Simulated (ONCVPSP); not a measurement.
# Varying the ONCV potential for W (Z = 74)

Base potential:

| Property | Result |
| --- | --- |
| Element | W |
| Generator | ONCVPSP 4.0.1 |
| Type | optimised norm-conserving Vanderbilt (ONCV) |
| Functional | PBEsol |
| Relativity | scalar-relativistic |
| Frozen core | [Kr] 4d10 4f14 5s2 |
| Valence charge | 12 |
| Reference configuration | 5p6 5d4 6s2 |
| Partial waves | 6s: rc 2.60 bohr, ncon 4, nbas 7, qcut 2.2 1/bohr, 2 projectors, debl 0.4 Ha; 5p: rc 1.55 bohr, ncon 4, nbas 9, qcut 8.4 1/bohr, 3 projectors, debl 1.5 Ha; 5d: rc 2.75 bohr, ncon 4, nbas 9, qcut 5.5 1/bohr, 1 projector |
| Local potential | polynomial inside 1.35 bohr (lpopt 2, dvloc0 1 Ha) |
| Core correction | Teter function, fcfact 2.75, rcfact 1.45 |

In the p channel the program set the typed energies aside and used -1.588, 0.250, 1.750 Ha.

All-electron outer shells of the reference configuration (PBEsol, scalar-relativistic, ld1.x):

```csv
shell,level (eV),outermost node (bohr),outermost maximum (bohr)
5p,-43.22,0.57,1.09
4f,-33.24,–,0.43
6s,-5.75,1.28,2.64
5d,-4.51,0.63,1.49
```

Cutoffs, loose and tight: the cutoffs (Ha) at which the residual kinetic energy of the hardest occupied pseudo-wave falls to 1 and 0.1 mHa per electron. They do not see the model core or the augmentation charge, which bear on the density cutoff. Test errors are all-electron minus pseudo excitation energies from the reference, over the configurations 5p6 5d4 6s1; 5p6 5d4 6s0; 5p6 5d3 6s0; 5p6 5d3 6s2. A dash means not determined; rows that change the core or the reference have their own tests.

A true bound ghost makes a file unfit for plane-wave use even where its test errors are small: the radial tests pick states by their node count and pass the ghost by.

```tsv
change	outcome	cutoff, loose	cutoff, tight	bound ghosts	GHOST(+) flags above zero	largest test error (meV)
base	generated, projector energies reset by the program	25 Ha	30 Ha	s, d	none	-38
core correction Teter function, fcfact 1.5, rcfact 1.45	generated, projector energies reset by the program	25 Ha	30 Ha	s, d	none	-36
core correction Teter function, fcfact 2.1, rcfact 1.45	generated, projector energies reset by the program	25 Ha	30 Ha	s, d	none	-37
core correction Teter function, fcfact 2.8, rcfact 1.45	generated, projector energies reset by the program	25 Ha	30 Ha	s, d	none	-38
core correction Teter function, fcfact 3.4, rcfact 1.45	generated, projector energies reset by the program	25 Ha	30 Ha	s, d	none	-38
core correction Teter function, fcfact 4.3, rcfact 1.45	generated, projector energies reset by the program	25 Ha	30 Ha	s, d	none	-39
core correction Teter function, fcfact 4.7, rcfact 1.45	generated, projector energies reset by the program	25 Ha	30 Ha	s, d	none	-39
core correction Teter function, fcfact 5.3, rcfact 1.45	generated, projector energies reset by the program	25 Ha	30 Ha	s, d	none	-40
core correction Teter function, fcfact 6.3, rcfact 1.45	generated, projector energies reset by the program	25 Ha	30 Ha	s, d	none	-41
core correction Teter function, fcfact 7, rcfact 1.45	generated, projector energies reset by the program	25 Ha	30 Ha	s, d	none	-41
core correction Teter function, fcfact 7.6, rcfact 1.45	generated, projector energies reset by the program	25 Ha	30 Ha	s, d	none	-42
```

Reading the sweep of the fcfact (base included, trends over the rows without a ghost): Bound ghosts are found at 1.5, 2.1, 2.75, 2.8, 3.4, 4.3, 4.7, 5.3, 6.3, 7, 7.6. Every judged row has one, so this setting neither creates nor removes them.
